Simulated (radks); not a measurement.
Values are calculated unless marked as measured or tabulated.
Problem. All-electron atom: Hf XLIX in [Ar] 3d6. Code: a radial shooting solver on a logarithmic mesh with Libxc functionals. Model: Dirac Kohn-Sham, PBE, spin-unpolarised, spherical densities, point nucleus; open shells are shared between the two j in proportion to 2j + 1; speed of light set to 116.481 atomic units (0.85 times the physical value, a model run). Some entries of the table are withheld. Estimate them.

orbital,occ.,eigenvalue (Ry),r(max) (bohr)
1s1/2,2,-5180.265,0.01100
2s1/2,2,-1071.823,(1)
2p1/2,2,-1033.177,0.04728
2p3/2,4,-900.2290,0.05677
3s1/2,2,-384.2143,(2)
3p1/2,2,-368.4760,0.1686
3p3/2,4,-336.9326,0.1867
3d3/2,2.4,-313.5380,(3)
3d5/2,3.6,-306.9233,(4)

Solution. 
(1) 2s1/2 r(max) (bohr): 0.06477
(2) 3s1/2 r(max) (bohr): 0.1809
(3) 3d3/2 r(max) (bohr): 0.1446
(4) 3d5/2 r(max) (bohr): 0.1494
